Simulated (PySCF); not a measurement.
Sn(Cl)(Br)(Me)2, SMILES [CH3][Sn]([CH3])([Cl])[Br] (C2H6BrClSn), B3LYP/def2-SVP optimised geometry.

```
11

C     -1.97    -1.71    -1.56
Sn    -0.88    -0.69     0.00
C      1.28    -0.69     0.00
Cl    -1.57    -1.64     2.07
Br    -1.64     1.73     0.00
H     -3.04    -1.62    -1.35
H     -1.73    -1.24    -2.53
H     -1.67    -2.77    -1.57
H      1.63    -0.16     0.90
H      1.64    -0.17    -0.90
H      1.64    -1.73     0.01
```

Density from PySCF with B3LYP/def2-TZVP, def2 effective core potentials past Kr at that geometry. The core electrons that the potentials of Sn replace are not part of the density.

Minimum of the electron density along straight lines between bonded atoms, close to the bond critical point (lines longer than 1.1 times the sum of covalent radii, or with two minima, are not listed):

```
bond     length / Å  ρ at the minimum / e bohr⁻³  ∇²ρ there / e bohr⁻⁵  position (fraction from the first atom)
-------  ----------  ---------------------------  --------------------  ---------------------------------------
C1–Sn2        2.158                        0.104                  0.09                                     0.49
Sn2–C3        2.158                        0.104                  0.09                                     0.51
Sn2–Cl4       2.381                          ___                  0.16                                     0.47
Sn2–Br5       2.529                          ___                  0.10                                     0.47
C1–H6         1.098                        0.272                 -0.91                                     0.65
C1–H7         1.099                        0.271                 -0.90                                     0.64
C1–H8         1.099                        0.271                 -0.90                                     0.64
C3–H9         1.098                        0.272                 -0.91                                     0.65
C3–H10        1.099                        0.271                 -0.90                                     0.64
C3–H11        1.099                        0.271                 -0.90                                     0.64
```

Q: Fill in the missing entries.

A: 
- Sn2–Cl4, ρ at the minimum / e bohr⁻³: 0.081
- Sn2–Br5, ρ at the minimum / e bohr⁻³: 0.072
